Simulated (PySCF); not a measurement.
Stepwise substitution at one centre (Si NH2-C2H5). Isolated molecules, 0 K electronic values unless said otherwise. One relaxed conformer stands for each flexible species; it need not be the lowest. Strings in code marks are SMILES.

The numbers are results of PySCF 2.14.0 with B3LYP-D3(BJ)/def2-TZVP // B3LYP-D3(BJ)/def2-SVP, not measurements. B3LYP has the VWN-RPA correlation part, as in Gaussian. Delta-SCF ions had no search for a lower state. Excitations are Tamm–Dancoff values on a coarser integration grid. The basis has no diffuse functions, so Rydberg states are missing or too high.

```
species                                           S1–T1 gap (TDA) (eV)  S1 oscillator strength  HOMO (eV)  S1 excitation (TDA) (eV)  vertical ionisation energy (Delta-SCF) (eV)
------------------------------------------------  --------------------  ----------------------  ---------  ------------------------  -------------------------------------------
0 of 4 NH2 replaced by C2H5 (`N[Si](N)(N)N`)                      0.24                   0.000      -6.50                      5.95                                         8.63
1 of 4 NH2 replaced by C2H5                                       0.30                       ?      -6.64                         ?                                         8.73
2 of 4 NH2 replaced by C2H5 (`CC[Si](N)(N)CC`)                    0.26                       ?      -6.59                         ?                                         8.53
3 of 4 NH2 replaced by C2H5                                          ?                   0.037      -6.62                      6.10                                         8.61
4 of 4 NH2 replaced by C2H5 (`CC[Si](CC)(CC)CC`)                  0.16                       ?      -7.47                      7.22                                         9.21
```

Task: Some entries are withheld; supply them.

Result: 
- 1 of 4 NH2 replaced by C2H5, S1 oscillator strength: 0.035
- 1 of 4 NH2 replaced by C2H5, S1 excitation (TDA) (eV): 6.12
- 2 of 4 NH2 replaced by C2H5 (`CC[Si](N)(N)CC`), S1 oscillator strength: 0.046
- 2 of 4 NH2 replaced by C2H5 (`CC[Si](N)(N)CC`), S1 excitation (TDA) (eV): 6.05
- 3 of 4 NH2 replaced by C2H5, S1–T1 gap (TDA) (eV): 0.34
- 4 of 4 NH2 replaced by C2H5 (`CC[Si](CC)(CC)CC`), S1 oscillator strength: 0.009
